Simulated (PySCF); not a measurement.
C4H4BN, SMILES NB(C#C)C#C.

Geometry optimised at r2SCAN-D4/def2-SVP. The structure was generated by enumeration, and PubChem lists no compound with its InChIKey, so it may never have been made. One conformer was computed; it need not be the lowest.

Computed with PySCF 2.14.0 with r2SCAN-D4/def2-SVP.

No scaling factor is applied to the harmonic values.

**Question.** List the normal modes with their intensities. (Estimate from the structure and the level; the computed values follow.)

**Answer.** 
```
mode  ν (cm⁻¹)  IR (km/mol)  moving atoms (share of kinetic energy)
----  --------  -----------  --------------------------------------
1          111          1.2                  C 65 %, H 18 %, N 10 %
2          184         18.0                  C 57 %, H 21 %, B 16 %
3          208          3.5                  C 47 %, N 26 %, H 24 %
4          280          0.0                          C 80 %, H 20 %
5          430          1.6                   C 70 %, H 19 %, N 9 %
6          501          6.9                                  C 91 %
7          531        131.9                          H 78 %, N 16 %
8          645         50.5                          B 66 %, C 25 %
9          647          0.0                                  H 93 %
10         651          7.8                   C 52 %, N 32 %, H 8 %
11         680         24.4                          H 77 %, C 23 %
12         682         58.8                          H 77 %, C 23 %
13         725          0.0                          H 75 %, C 25 %
14         726         73.7                          H 76 %, C 24 %
15         852          2.6          H 59 %, N 16 %, C 14 %, B 11 %
16        1191        254.7                  B 68 %, H 16 %, C 11 %
17        1359        111.6                  B 61 %, H 23 %, N 13 %
18        1588        158.8                          H 71 %, N 21 %
19        2155         22.9                           C 90 %, H 9 %
20        2161         76.1                           C 89 %, H 9 %
21        3465         72.7                          H 86 %, C 14 %
22        3465         23.7                          H 86 %, C 14 %
23        3596         64.1                                  H 96 %
24        3713         41.6                           H 91 %, N 9 %
```
